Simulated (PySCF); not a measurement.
Species: C3H9ClO3Si.
Geometry (PBE0-D3(BJ)/def2-SVP, Å), atoms numbered from 1 in this order:
```xyz
17
C3H9ClO3Si angstrom
C      2.0451   -0.1406   -0.1720
O      0.9557    0.5870    0.3346
Si    -0.6182    0.3235   -0.0033
Cl    -0.8886    0.4228   -2.0542
O     -1.0546   -1.1577    0.5215
C     -2.3119   -1.7616    0.3587
O     -1.5491    1.4609    0.7046
C     -1.5556    2.8343    0.4110
H      2.9735    0.3530    0.1497
H      2.0473   -1.1751    0.2104
H      2.0310   -0.1745   -1.2751
H     -3.0942   -1.2130    0.9095
H     -2.6014   -1.8118   -0.7053
H     -2.2596   -2.7864    0.7541
H     -0.6089    3.3125    0.7131
H     -2.3783    3.3054    0.9681
H     -1.7127    3.0165   -0.6662
```

Linear response at wB97X-D/def2-SVPD (PySCF, frozen core in the response, non-relativistic).

Static isotropic polarisability: 83.52 au (12.38 Å³), principal values 79.4, 85.4, 85.8 au.

Question: What is the polarisability at 1064 nm and at the sodium D line?

Answer: 84.05 au at 1064 nm (+0.6 %), 85.28 au at 589.3 nm (+2.1 %). The rise at 589.3 nm is 3.32 times that at 1064 nm; a pure ω² law gives 3.26. The lowest singlet lies at 151 nm, shorter than both wavelengths.

Question: What is the isotropic C6 coefficient between two such molecules, C6 = (3/π)∫α(iω)² dω?

Answer: 3181 au (Eh·bohr⁶) by a ten-point quadrature over imaginary frequencies, which is 1900 eV·Å⁶ or 183 J·nm⁶/mol.

Question: Which effective excitation energy ω̄ makes London's formula C6 = (3/4)α²ω̄ exact here?

Answer: ω̄ = 4·C6/(3α²) = 0.608 Eh = 16.5 eV. A one-pole form α(ω) = α/(1 − ω²/ω̄²) fitted to the 1064 nm value gives 14.7 eV.

Question: How many electrons N does the Slater–Kirkwood formula C6 = (3/4)·√N·α^(3/2) need to give this C6?

Answer: N = (4·C6/3)²/α³ = 30.9; the species has 82 electrons in all.

Question: What molar refraction at the D line follows from R = (4π/3)·N_A·α′, with α′ the polarisability volume?

Answer: α′ = 12.64 Å³ gives R = 31.88 cm³/mol, for isolated, non-vibrating species.

Question: What does −C6/R⁶ come to at R = 10 Å between centres?

Answer: -180 J/mol. This is the leading, orientation-averaged term; C8 and higher terms are left out.

Question: The lowest 6 singlets have (eV, f): 8.22, 0.014; 8.24, 0.014; 8.46, 0.006; 8.77, 0.034; 8.77, 0.034; 8.88, 0.011. What share of the static polarisability do they carry in the sum over states α = Σ f/ω²?

Answer: 1.13 au, 1.4 % of α; the largest term, 0.33 au, is that of the state at 8.77 eV. Their oscillator strengths add up to 0.11. Higher states carry the rest.

Question: What n − 1 at the D line would an ideal gas of it have at 273.15 K and 1 atm (2.6868 × 10¹⁹ cm⁻³), by n − 1 = 2π·N·α′?

Answer: 21.33 × 10⁻⁴, a formal value whether or not that pressure can be reached.

One conformer stands for the species.

The pairwise dispersion term of wB97X-D wasn't added to the energies; at a given geometry it leaves orbitals and properties as they are.
